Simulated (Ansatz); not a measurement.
Cl3GeH4NSi, SMILES `[Cl][GeH2][NH][SiH](Cl)Cl`, charge 0, multiplicity 1.

Question: Give a relaxed structure at PBE0-D4/def2-TZVP (the Gaussian-basis code of Ansatz). (An estimate is asked.)

Answer: Ansatz gave: 
```xyz
10

Cl    1.5374   -0.1743   -2.4810
Ge    0.5675    1.1180   -1.0496
N     0.3605    0.2284    0.5369
Si   -0.6634   -1.0710    0.9294
Cl   -2.1483   -1.1257   -0.4688
Cl   -1.4578   -0.7866    2.7929
H    -0.7873    1.4910   -1.6418
H     1.5172    2.2887   -0.7833
H     1.0921    0.4261    1.2065
H    -0.0177   -2.3947    0.9587
```
This is one stationary point; other conformers may exist.
